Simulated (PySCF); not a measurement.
C4H10Si2, SMILES C=C[Si@H]1CC[SiH2]1. Atoms are numbered in the order given.

```xyz
16

C      3.1965     0.7821    -0.1139
C      2.1039     0.0784    -0.4781
Si     0.3698     0.4549     0.1215
C     -1.0645     0.5437    -1.1716
C     -2.2302     0.0137    -0.2818
Si    -1.1953    -1.1339     0.8750
H      3.1272     1.6509     0.5642
H      4.2085     0.5250    -0.4729
H      2.2390    -0.7842    -1.1580
H      0.4117     1.6907     0.9874
H     -0.8335    -0.1863    -1.9781
H     -1.2558     1.5212    -1.6618
H     -3.0763    -0.4371    -0.8408
H     -2.6471     0.8367     0.3378
H     -1.6613    -1.3279     2.2954
H     -0.9895    -2.4912     0.2480
```

Geometry: PBE-D3(BJ)/def2-SVP. The structure was generated by enumeration; whether it is a known compound was not checked. One conformer was computed; it need not be the lowest.

Calculation: PBE-D3(BJ)/def2-SVP (PySCF).

Frequencies are harmonic and unscaled.

| mode | ν (cm⁻¹) | IR (km/mol) | moving atoms (share of kinetic energy) |
|---|---|---|---|
| 1 | 71 | 0.1 | C 48 %, H 27 %, Si 25 % |
| 2 | 87 | 0.2 | C 42 %, H 31 %, Si 27 % |
| 3 | 148 | 0.3 | H 47 %, C 30 %, Si 23 % |
| 4 | 184 | 0.7 | H 49 %, C 36 %, Si 16 % |
| 5 | 282 | 1.4 | C 65 %, H 25 %, Si 9 % |
| 6 | 318 | 1.2 | H 41 %, C 34 %, Si 25 % |
| 7 | 398 | 0.2 | Si 63 %, H 27 %, C 10 % |
| 8 | 429 | 7.8 | H 70 %, Si 21 %, C 8 % |
| 9 | 494 | 3.2 | H 75 %, C 19 % |
| 10 | 540 | 21.9 | H 61 %, C 22 %, Si 17 % |
| 11 | 605 | 4.7 | H 63 %, C 25 %, Si 12 % |
| 12 | 619 | 51.4 | H 65 %, C 21 %, Si 14 % |
| 13 | 646 | 16.4 | H 45 %, C 40 %, Si 15 % |
| 14 | 698 | 43.7 | Si 36 %, C 35 %, H 29 % |
| 15 | 700 | 112.8 | H 58 %, Si 21 %, C 21 % |
| 16 | 724 | 78.9 | H 70 %, C 23 % |
| 17 | 760 | 3.2 | H 76 %, Si 13 %, C 11 % |
| 18 | 831 | 80.8 | H 69 %, C 23 % |
| 19 | 899 | 79.5 | H 93 % |
| 20 | 926 | 2.7 | C 58 %, H 42 % |
| 21 | 939 | 27.4 | H 72 %, C 28 % |
| 22 | 974 | 11.5 | H 87 %, C 12 % |
| 23 | 986 | 9.3 | H 91 % |
| 24 | 1002 | 8.9 | H 93 % |
| 25 | 1046 | 0.6 | H 62 %, C 38 % |
| 26 | 1143 | 1.5 | H 65 %, C 35 % |
| 27 | 1190 | 0.4 | H 83 %, C 17 % |
| 28 | 1229 | 0.1 | H 73 %, C 26 % |
| 29 | 1368 | 13.7 | H 86 %, C 14 % |
| 30 | 1369 | 4.2 | H 92 %, C 8 % |
| 31 | 1379 | 2.5 | H 91 %, C 9 % |
| 32 | 1611 | 5.3 | C 86 %, H 14 % |
| 33 | 2132 | 69.7 | H 97 % |
| 34 | 2133 | 105.8 | H 98 % |
| 35 | 2150 | 137.6 | H 96 % |
| 36 | 2975 | 13.9 | H 95 % |
| 37 | 2982 | 16.3 | H 95 % |
| 38 | 3034 | 11.4 | H 91 %, C 9 % |
| 39 | 3045 | 7.5 | H 90 %, C 10 % |
| 40 | 3046 | 15.0 | H 95 % |
| 41 | 3063 | 5.0 | H 92 %, C 8 % |
| 42 | 3140 | 8.8 | H 89 %, C 11 % |
